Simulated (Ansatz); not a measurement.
A structure relaxed at PBE-D4/def2-SVP in Ansatz, charge 0, singlet:

Cartesian coordinates in Å:
```
O -0.504 -1.044 0.030
S 0.748 -0.275 -0.094
O 1.980 -0.698 0.582
O 0.480 1.338 0.118
C 1.130 -0.063 -1.949
F 1.945 0.997 -2.099
F -0.045 0.196 -2.568
C 1.799 -1.338 -2.556
F 3.094 -1.334 -2.122
F 1.828 -1.113 -3.913
C 1.137 -2.665 -2.221
C -0.319 -2.832 -2.760
C -0.264 -4.196 -3.480
C -0.048 -5.309 -2.426
C 1.448 -5.121 -2.014
C 1.883 -3.886 -2.837
C 1.120 -4.120 -4.158
H 1.173 -2.739 -1.115
H -1.065 -2.785 -1.944
H -0.567 -2.031 -3.483
H -1.129 -4.371 -4.149
H -0.746 -5.206 -1.570
H -0.222 -6.311 -2.868
H 1.586 -4.967 -0.925
H 2.058 -6.001 -2.300
H 2.977 -3.747 -2.903
H 1.214 -3.285 -4.878
H 1.417 -5.065 -4.659
C 1.382 -0.297 4.681
C 0.202 -0.753 4.076
C -0.364 -0.045 3.006
C 0.243 1.135 2.533
C -0.278 1.849 1.283
C -1.782 1.697 1.024
C -2.704 1.777 2.087
C -4.084 1.739 1.840
C -4.564 1.623 0.527
C -3.651 1.549 -0.536
C -2.271 1.590 -0.291
C 0.040 3.353 1.286
C -0.376 4.141 2.377
C -0.137 5.521 2.391
C 0.521 6.135 1.313
C 0.939 5.355 0.226
C 0.701 3.971 0.209
C 1.436 1.578 3.137
C 2.000 0.869 4.205
H 1.825 -0.855 5.520
H -0.283 -1.674 4.435
H -1.271 -0.427 2.519
H -2.344 1.859 3.122
H -4.788 1.796 2.684
H -5.647 1.590 0.332
H -4.013 1.457 -1.571
H -1.566 1.527 -1.129
H -0.883 3.670 3.232
H -0.465 6.120 3.254
H 0.709 7.220 1.323
H 1.462 5.823 -0.622
H 1.042 3.363 -0.639
H 1.929 2.486 2.760
H 2.933 1.228 4.665
```

Problem. Give its formula.

Solution. C₂₈H₂₆F₄O₃S.

Problem. Summarise the bond lengths by kind (pairs closer than 1.2 times the sum of covalent radii, bridged metal pairs left out).

Solution. 31 × C–C 1.40 to 1.56 Å; 4 × C–F 1.35 to 1.38 Å; 3 × O–S 1.47 to 1.65 Å; 1 × C–S 1.91 Å; 1 × C–O 1.48 Å; 26 × C–H 1.10 to 1.11 Å.

Single mean-field runs in def2-SVP are fitted with def2-universal-jkfit.
